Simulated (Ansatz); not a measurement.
Calculation: PBE0-D3(BJ)/def2-TZVP (Ansatz, a first-principles code). No frequencies were computed at this level.

Ansatz 0.2 input:
```yaml
crystal:
  periodic: [false, false, false]
  atoms:
    - { symbol: Si, position_ang: [-1.715138, 0.130204, 0.006442] }
    - { symbol: Al, position_ang: [0.664006, -0.256778, -0.225587] }
    - { symbol: S, position_ang: [2.119805, 0.800541, 1.074598] }
    - { symbol: S, position_ang: [1.691558, -1.592347, -1.649117] }
    - { symbol: H, position_ang: [-2.238994, 1.13926, -0.932507] }
    - { symbol: H, position_ang: [-2.523173, -1.084386, -0.19235] }
    - { symbol: H, position_ang: [-2.030896, 0.638682, 1.360123] }
    - { symbol: H, position_ang: [1.157565, 1.427497, 1.736659] }
    - { symbol: H, position_ang: [2.875268, -1.202672, -1.17826] }
basis:
  gaussian: { orbitals: def2-tzvp }
hamiltonian:
  xc: pbe0
  dispersion: d3bj
relax:
  max_steps: 150
```

Output:

```
Functional definition: PBE0
1309 factors; their error is unknown
mean field evaluation 1: about -36214.6336 eV, gradient 2.3e1 eV
mean field evaluation 2: about -36214.9028 eV, gradient 2.3e1 eV
mean field evaluation 4: about -36216.2005 eV, gradient 1.2e0 eV
mean field evaluation 8: about -36216.2964 eV, gradient 1.5e-1 eV
mean field evaluation 16: about -36216.2964 eV, gradient 3.5e-5 eV
mean field -36216.29639116 eV, -1330.9243440879 hartree, gradient 3.5e-5 eV, S^2 0.000000; 0 other end points of the search recorded, 0 dependent functions left out
reference -36216.29642520 eV, -1330.9243453385 hartree; 32, 32 occupied and 146, 146 virtual orbitals, 1309 factors
relax step   1: F+E_penalty+E_count = -36216.52024764 eV  Δ(F+E_penalty+E_count) = +0.000e0 eV  max|allowed force component| = 7.434e-1 eV/Å  Δτ_max = 0.0000 Å  (25 SCF iters, accepted)
these checks for a lower state are left out or cut short: starts, cluster_reference, orbital_swaps, neighbouring_geometries, increment
1309 factors; their error is unknown
mean field -36216.33497701 eV, -1330.9257620917 hartree, gradient 1.8e-5 eV, S^2 0.000000; 0 other end points of the search recorded, 0 dependent functions left out
reference -36216.33501112 eV, -1330.9257633451 hartree; 32, 32 occupied and 146, 146 virtual orbitals, 1309 factors
relax step   2: F+E_penalty+E_count = -36216.55843127 eV  Δ(F+E_penalty+E_count) = -3.818e-2 eV  max|allowed force component| = 1.563e-1 eV/Å  Δτ_max = 0.1314 Å  (29 SCF iters, accepted)
these checks for a lower state are left out or cut short: starts, cluster_reference, orbital_swaps, neighbouring_geometries, increment
1309 factors; their error is unknown
mean field -36216.34412592 eV, -1330.9260983077 hartree, gradient 8.2e-6 eV, S^2 0.000000; 0 other end points of the search recorded, 0 dependent functions left out
reference -36216.34415998 eV, -1330.9260995594 hartree; 32, 32 occupied and 146, 146 virtual orbitals, 1309 factors
relax step   3: F+E_penalty+E_count = -36216.56876957 eV  Δ(F+E_penalty+E_count) = -1.034e-2 eV  max|allowed force component| = 2.037e-1 eV/Å  Δτ_max = 0.1166 Å  (28 SCF iters, accepted)
these checks for a lower state are left out or cut short: starts, cluster_reference, orbital_swaps, neighbouring_geometries, increment
1309 factors; their error is unknown
mean field evaluation 32: about -36216.2560 eV, gradient 1.1e-2 eV
mean field -36216.34874109 eV, -1330.9262679121 hartree, gradient 2.2e-5 eV, S^2 0.000000; 0 other end points of the search recorded, 0 dependent functions left out
reference -36216.34877512 eV, -1330.9262691630 hartree; 32, 32 occupied and 146, 146 virtual orbitals, 1309 factors
relax step   4: F+E_penalty+E_count = -36216.57304735 eV  Δ(F+E_penalty+E_count) = -4.278e-3 eV  max|allowed force component| = 2.504e-2 eV/Å  Δτ_max = 0.0575 Å  (27 SCF iters, accepted)
these checks for a lower state are left out or cut short: starts, cluster_reference, orbital_swaps, neighbouring_geometries, increment
1309 factors; their error is unknown
mean field -36216.34829211 eV, -1330.9262514125 hartree, gradient 2.4e-5 eV, S^2 0.000000; 0 other end points of the search recorded, 0 dependent functions left out
reference -36216.34832621 eV, -1330.9262526658 hartree; 32, 32 occupied and 146, 146 virtual orbitals, 1309 factors
relax step   5: F+E_penalty+E_count = -36216.57254879 eV  Δ(F+E_penalty+E_count) = +4.986e-4 eV  max|allowed force component| = 7.270e-2 eV/Å  Δτ_max = 0.0366 Å  (27 SCF iters, rejected (line search))
these checks for a lower state are left out or cut short: starts, cluster_reference, orbital_swaps, neighbouring_geometries, increment
1309 factors; their error is unknown
mean field -36216.34962050 eV, -1330.9263002300 hartree, gradient 2.3e-5 eV, S^2 0.000000; 0 other end points of the search recorded, 0 dependent functions left out
reference -36216.34965456 eV, -1330.9263014816 hartree; 32, 32 occupied and 146, 146 virtual orbitals, 1309 factors
relax step   6: F+E_penalty+E_count = -36216.57385698 eV  Δ(F+E_penalty+E_count) = -8.096e-4 eV  max|allowed force component| = 1.916e-2 eV/Å  Δτ_max = 0.0180 Å  (27 SCF iters, accepted)
these checks for a lower state are left out or cut short: starts, cluster_reference, orbital_swaps, neighbouring_geometries, increment
1309 factors; their error is unknown
mean field -36216.35003978 eV, -1330.9263156381 hartree, gradient 2.3e-5 eV, S^2 0.000000; 0 other end points of the search recorded, 0 dependent functions left out
reference -36216.35007385 eV, -1330.9263168902 hartree; 32, 32 occupied and 146, 146 virtual orbitals, 1309 factors
relax step   7: F+E_penalty+E_count = -36216.57413379 eV  Δ(F+E_penalty+E_count) = -2.768e-4 eV  max|allowed force component| = 1.766e-2 eV/Å  Δτ_max = 0.0297 Å  (27 SCF iters, accepted)
these checks for a lower state are left out or cut short: starts, cluster_reference, orbital_swaps, neighbouring_geometries, increment
1309 factors; their error is unknown
mean field evaluation 64: about -36216.3470 eV, gradient 2.4e-5 eV
mean field -36216.34697761 eV, -1330.9262031054 hartree, gradient 2.4e-5 eV, S^2 0.000000; 0 other end points of the search recorded, 0 dependent functions left out
reference -36216.34701175 eV, -1330.9262043603 hartree; 32, 32 occupied and 146, 146 virtual orbitals, 1309 factors
relax step   8: F+E_penalty+E_count = -36216.57102212 eV  Δ(F+E_penalty+E_count) = +3.112e-3 eV  max|allowed force component| = 2.465e-1 eV/Å  Δτ_max = 0.0221 Å  (27 SCF iters, rejected (line search))
these checks for a lower state are left out or cut short: starts, cluster_reference, orbital_swaps, neighbouring_geometries, increment
1309 factors; their error is unknown
mean field -36216.35021209 eV, -1330.9263219704 hartree, gradient 2.4e-5 eV, S^2 0.000000; 0 other end points of the search recorded, 0 dependent functions left out
reference -36216.35024617 eV, -1330.9263232230 hartree; 32, 32 occupied and 146, 146 virtual orbitals, 1309 factors
relax step   9: F+E_penalty+E_count = -36216.57421599 eV  Δ(F+E_penalty+E_count) = -8.219e-5 eV  max|allowed force component| = 5.434e-3 eV/Å  Δτ_max = 0.0057 Å  (22 SCF iters, accepted)
1309 factors; their error is unknown
mean field -36216.35021209 eV, -1330.9263219704 hartree, gradient 2.4e-5 eV, S^2 0.000000; 1 other end points of the search recorded, 0 dependent functions left out
reference -36216.35024617 eV, -1330.9263232230 hartree; 32, 32 occupied and 146, 146 virtual orbitals, 1309 factors
Total energy: -36216.57425007 eV, -1330.9345552145 hartree
Atom 0 at    -1.704272     0.119275     0.010683 Å, force     0.003440     0.000036     0.001572 eV/Å
Atom 1 at     0.710578    -0.199826    -0.158187 Å, force     0.000601     0.000786     0.002756 eV/Å
Atom 2 at     2.129951     0.858074     1.125047 Å, force    -0.001390    -0.002627    -0.003939 eV/Å
Atom 3 at     1.556412    -1.562611    -1.639860 Å, force    -0.001030     0.005434     0.004421 eV/Å
Atom 4 at    -2.165900     1.121023    -0.990752 Å, force     0.000685    -0.000102    -0.000305 eV/Å
Atom 5 at    -2.444158    -1.149487    -0.231239 Å, force     0.001434     0.000034    -0.000229 eV/Å
Atom 6 at    -2.070186     0.625756     1.363149 Å, force    -0.001078    -0.000140    -0.000847 eV/Å
Atom 7 at     1.159806     1.487915     1.809664 Å, force    -0.002504    -0.000910    -0.001325 eV/Å
Atom 8 at     2.827770    -1.300119    -1.288505 Å, force    -0.000157    -0.002512    -0.002104 eV/Å
Dipole moment:    -0.099053     0.111754     0.127400 e Å
```

Cost: very roughly 90 core-seconds.
